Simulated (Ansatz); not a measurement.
The same path of a periodic cell of 23 atoms, Al18H4C (surface Al(111), adsorbate CH4) was run twice with different band settings.

All numbers below come from Ansatz 0.2.0, DFT PBE-D3(BJ), scalar-relativistic, plane waves, PAW. Settings: cutoff 420 eV, k mesh 3x2x1, gaussian smearing 0.05 eV, no spin polarisation.

Relaxed end points:

```xyz
23
Lattice="5.7276 0.0000 0.0000 4.2957 7.4403 0.0000 0.0000 0.0000 17.6765" Properties=species:S:1:pos:R:3
Al 1.432 0.827 1.000
Al 4.296 0.827 1.000
Al 2.864 3.307 1.000
Al 5.728 3.307 1.000
Al 4.296 5.787 1.000
Al 7.159 5.787 1.000
Al 0.000 1.654 3.326
Al 2.863 1.654 3.328
Al 1.432 4.134 3.321
Al 4.296 4.134 3.321
Al 2.864 6.613 3.324
Al 5.727 6.613 3.321
Al 0.001 -0.003 5.648
Al 2.862 -0.003 5.650
Al 1.431 2.482 5.649
Al 4.296 2.483 5.649
Al 2.865 4.962 5.647
Al 5.728 4.961 5.637
C 5.692 4.944 9.212
H 4.945 5.655 8.841
H 5.450 3.940 8.845
H 6.683 5.235 8.845
H 5.690 4.945 10.308
```

```xyz
23
Lattice="5.7276 0.0000 0.0000 4.2957 7.4403 0.0000 0.0000 0.0000 17.6765" Properties=species:S:1:pos:R:3
Al 1.432 0.827 1.000
Al 4.296 0.827 1.000
Al 2.864 3.307 1.000
Al 5.728 3.307 1.000
Al 4.296 5.787 1.000
Al 7.159 5.787 1.000
Al -0.001 1.654 3.328
Al 2.864 1.654 3.326
Al 1.432 4.134 3.321
Al 4.296 4.134 3.321
Al 2.863 6.613 3.321
Al 5.728 6.613 3.324
Al -0.001 -0.003 5.650
Al 2.864 -0.003 5.648
Al 1.432 2.483 5.649
Al 4.295 2.482 5.649
Al 2.864 4.961 5.637
Al 5.729 4.962 5.647
C 8.555 4.944 9.212
H 7.808 5.655 8.841
H 8.314 3.940 8.845
H 9.547 5.235 8.845
H 8.554 4.945 10.308
```

Common settings: climbing image yes; spring 5.0 eV/Å²; optimiser quadratic models (default); end points relaxed; atoms held 1 to 6.

| run | movable images | start path | force threshold | iteration limit |
| --- | --- | --- | --- | --- |
| 1 | 5 | IDPP | 0.03 eV/Å | 27 |
| 2 | 3 | default | 0.2 eV/Å | 44 |

What does each run give, and how far can it be trusted?

Run 1: converged after 6 iterations, highest image 0.001 eV above the first end. The top lies less than 8 meV above the higher end, about what the thresholds resolve: that end is a shoulder or a very shallow well. By the program's own check the climbing image is of a kind that is not told: the force calls were inconclusive, a negative curvature could not be distinguished from the path's own, the only one lies far off the path, or fixed occupations may fill a level only in part (lowest curvatures found: -0.00 and 0.01 eV/Å²).
Run 2: converged after 1 iterations, highest image 0.003 eV above the first end. The threshold of 0.2 eV/Å is loose, so the images may lie well off the minimum-energy path. The top lies less than 8 meV above the higher end, about what the thresholds resolve: that end is a shoulder or a very shallow well. The order of the stationary point at the top wasn't checked.
Limits of this set-up: thin slab, slab without dipole correction.
